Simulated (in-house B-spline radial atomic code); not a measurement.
# wB97X excitations of Ar

Method: wB97X. Computed with a B-spline radial code for spherical atoms: linear response of the closed shell [Ne] 3s2 3p6 with the functional's adiabatic kernel; scalar-relativistic (spin-free one-electron X2C), finite nucleus, no spin-orbit coupling, no double excitations, S, P, D and F terms only. Only terms of natural parity with L up to 3 were computed.

Command:
```bash
python run_td.py task.json out
```
Settings (radii: box in bohr, nucleus in fm):
```
Z                        18
electrons                18
configuration            [Ne] 3s2 3p6
hamiltonian              x2c
method                   wb97x
box_radius               75
rms_radius               3.4274
intervals                78
```

Run time, properties included: 1.3 s on 1 thread of Intel(R) Xeon(R) Platinum 8559C (Emerald Rapids) (shared host).

The lowest states, in the order of their Tamm-Dancoff energies; the method's threshold (minus the highest occupied level) is 14.534 eV. Labels give the largest channel, * marks a mixed state, and oscillator strengths are full-response dipole values. Semilocal kernels can invert the small singlet-triplet splittings of Rydberg terms. Energies in eV:

| state | full response | Tamm-Dancoff | oscillator strength |
| --- | --- | --- | --- |
| 3p → 4s 3P | 11.050 | 11.057 | - |
| 3p → 4s 1P | 11.203 | 11.211 | 0.285 |
| 3p → 4p 3S | 11.933 | 11.945 | - |
| 3p → 4p 3D | ? | ? | - |
| 3p → 4p 1D | ? | ? | - |
| 3p → 4p 1S | 12.518 | 12.543 | - |

Where does 3p → 4p 1D lie?

At 12.340 eV in full response, 12.342 eV in Tamm-Dancoff.

Where does 3p → 4p 3D lie?

At 12.205 eV in full response, 12.210 eV in Tamm-Dancoff.

How large is the singlet-triplet splitting of 3p → 4s (P terms) in Tamm-Dancoff?

0.153 eV, from the unrounded values.

What polarisabilities and dispersion coefficient does the method give?

Dipole 11.48 bohr³, quadrupole 55.76 bohr⁵, C6 66.91 hartree·bohr⁶ for two such species. Recommended dipole value: 11.083 ± 0.007 bohr³ (Schwerdtfeger and Nagle, table of static dipole polarizabilities (2023 update)), which includes relativity and correlation.
